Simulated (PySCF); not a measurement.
A PySCF script (with the pyscf-properties extension) for the NMR shieldings of `C[CH2][Ge]([CH2]C)([CH2]C)[CH2]C`, C8H20Ge, on a PBE0-D3(BJ)/def2-SVP geometry:

```python
import basis_set_exchange as bse
import numpy as np
from pyscf import gto, dft
from pyscf.prop import nmr

atoms = """
C     1.627011    2.413142    0.112080
C     0.843817    1.453477    0.998863
Ge   -0.021414   -0.012185    0.013060
C    -0.972119   -1.170668    1.289067
C    -1.654444   -2.369202    0.641040
C     1.340828   -1.057478   -0.947365
C     2.428209   -1.629104   -0.046241
C    -1.296904    0.733025   -1.287061
C    -2.337515    1.655418   -0.663154
H     2.087341    3.232226    0.688715
H     2.440751    1.897582   -0.423488
H     0.983235    2.877844   -0.652567
H     0.061339    1.990949    1.560866
H     1.503271    1.001666    1.759466
H    -1.707787   -0.548641    1.826663
H    -0.244951   -1.502251    2.049634
H    -0.930876   -3.015903    0.118642
H    -2.177247   -2.999350    1.379233
H    -2.402984   -2.056919   -0.105169
H     0.823132   -1.864949   -1.492602
H     1.779739   -0.405484   -1.721655
H     2.973383   -0.833622    0.487383
H     2.009400   -2.301335    0.720326
H     3.175125   -2.209853   -0.612059
H    -1.784521   -0.108494   -1.807516
H    -0.717040    1.268878   -2.057784
H    -2.920622    1.142273    0.118969
H    -3.057715    2.033791   -1.407122
H    -1.869544    2.533855   -0.190083
"""
names = dict.fromkeys(["C", "Ge", "H"], "pcSseg-1")
basis = {el: gto.basis.parse(bse.get_basis(n, elements=[el], fmt="nwchem")) for el, n in names.items()}
mol = gto.M(atom=atoms, basis=basis, charge=0, verbose=0)
mf = dft.RKS(mol, xc="HYB_GGA_XC_B97_2")
mf.grids.level = 2
mf.grids.alignment = dft.numint.BLKSIZE   # the property module wants whole blocks of grid points
mf.conv_tol = 1e-9
mf.kernel()

calc = nmr.RKS(mf)   # GIAO
C = mf.mo_coeff
Co = C[:, mf.mo_occ > 0]
resp = mf.gen_response(singlet=True, hermi=2)
def vind(x):   # induced exchange potential for any number of trial vectors
    d = np.einsum("pi,xij,qj->xpq", C, 2 * x.reshape(-1, C.shape[1], Co.shape[1]), Co, optimize=True)
    return np.einsum("xpq,pi,qj->xij", resp(d - d.transpose(0, 2, 1)), C, Co, optimize=True).ravel()
mo1, _ = nmr.rhf.solve_mo1(calc, with_cphf=vind)
sigma = calc.kernel(mo1)
for i, s in enumerate(sigma):   # ppm
    w = np.linalg.eigvalsh((s + s.T) / 2)
    print("%2d %-2s iso %8.1f  s11 %8.1f  s22 %8.1f  s33 %8.1f" % (i, mol.atom_pure_symbol(i), w.mean(), *w))
```

Question: What are the results?

Answer: 
```
 0 C  iso    173.1  s11    166.0  s22    167.8  s33    185.4
 1 C  iso    179.8  s11    170.4  s22    171.0  s33    197.9
 2 Ge iso   1309.4  s11   1280.1  s22   1323.6  s33   1324.6
 3 C  iso    179.8  s11    170.4  s22    171.1  s33    197.8
 4 C  iso    173.0  s11    166.0  s22    167.7  s33    185.3
 5 C  iso    179.8  s11    170.0  s22    171.3  s33    197.9
 6 C  iso    173.0  s11    166.0  s22    167.8  s33    185.3
 7 C  iso    179.8  s11    170.1  s22    171.4  s33    197.8
 8 C  iso    173.0  s11    165.9  s22    167.8  s33    185.3
 9 H  iso     30.1  s11     24.8  s22     26.6  s33     38.9
10 H  iso     30.5  s11     24.8  s22     30.3  s33     36.3
11 H  iso     30.5  s11     24.8  s22     30.4  s33     36.3
12 H  iso     30.8  s11     25.9  s22     29.6  s33     36.9
13 H  iso     30.8  s11     25.9  s22     29.6  s33     36.9
14 H  iso     30.8  s11     25.7  s22     29.7  s33     37.0
15 H  iso     30.8  s11     25.7  s22     29.7  s33     37.0
16 H  iso     30.5  s11     24.8  s22     30.4  s33     36.4
17 H  iso     30.1  s11     24.7  s22     26.7  s33     38.8
18 H  iso     30.5  s11     24.8  s22     30.2  s33     36.4
19 H  iso     30.8  s11     25.8  s22     29.6  s33     36.9
20 H  iso     30.8  s11     25.8  s22     29.7  s33     37.0
21 H  iso     30.5  s11     24.7  s22     30.4  s33     36.3
22 H  iso     30.5  s11     24.9  s22     30.2  s33     36.4
23 H  iso     30.1  s11     24.7  s22     26.6  s33     38.8
24 H  iso     30.8  s11     25.7  s22     29.7  s33     36.9
25 H  iso     30.8  s11     25.8  s22     29.7  s33     37.0
26 H  iso     30.5  s11     24.9  s22     30.3  s33     36.4
27 H  iso     30.1  s11     24.7  s22     26.7  s33     38.8
28 H  iso     30.5  s11     24.8  s22     30.4  s33     36.3
```

These numbers come from an equivalent density-fitted implementation of the same equations, which agrees with the script to about 0.01 ppm for H and up to a few tenths of a ppm for heavy atoms, so last digits may differ.

Question: Turn these shieldings into chemical shifts. Scale: ¹³C (σref 183.69), ¹H (σref 31.38) against TMS; GeMe4 for ⁷³Ge (σref 1321.30) (reference shieldings calculated alike).

Answer: Averaging equivalent atoms: C 0/4/6/8: 10.7; C 1/3/5/7: 3.9; Ge 2: 12; H 9/10/11/16/17/18/21/22/23/26/27/28: 1.02; H 12/13/14/15/19/20/24/25: 0.58 ppm. 

Relativistic effects, spin–orbit coupling among them, are left out; they matter for Ge and for the light atoms bonded to it.

Size and cost of the density-fitted run: 277 basis functions, 100 s wall time on 1 thread of an Arm Neoverse V1, shared host.
